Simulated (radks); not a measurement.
Spherical quantum dot in the effective-mass picture: electrons in a hard-walled sphere of radius 2.24, with a point charge +1 (a donor) at the centre, all in effective atomic units (hartree* = m*/eps^2 hartree, bohr* = eps/m* bohr), one dielectric constant everywhere. Calculated with a radial shooting solver with Libxc functionals: non-relativistic Kohn-Sham, exchange-only LDA, spin-polarised, spherical densities. Levels are named by radial order and angular momentum (1s, 1p, 1d, 2s, ...), and open shells are averaged over m. Results are scaled to m* = 0.028 and eps = 7.8, for which hartree* = 12.52 meV and bohr* = 14.74 nm.

N = 3, configuration 1s2 1p(up 1, down 0). This is the lowest configuration that the search found. Occupied and some empty levels:

level,occupation,eigenvalue (meV),<r> (nm)
1s up,1,20.808,15.37
1s down,1,22.026,15.20
1p up,1,35.429,19.50
1p down,0,36.932,19.47
1d up,0,51.737,21.43
1d down,0,53.291,21.44
2s up,0,53.980,16.28
2s down,0,54.979,16.38
1f up,0,71.125,22.71
1f down,0,72.675,22.72

Energy (meV): total 38.8846, kinetic 51.372, external -41.863, Hartree 44.381, exchange-correlation -15.006.

Electron density:

r (nm),n(r) (e/nm^3)
1.54,0.0002225
4.02,0.0001639
6.51,0.0001248
8.99,0.00009810
11.5,0.00007871
14.0,0.00006332
16.4,0.00004992
18.9,0.00003762
21.4,0.00002622
23.9,0.00001629
26.4,8.391e-06
28.8,3.104e-06
31.3,4.636e-07
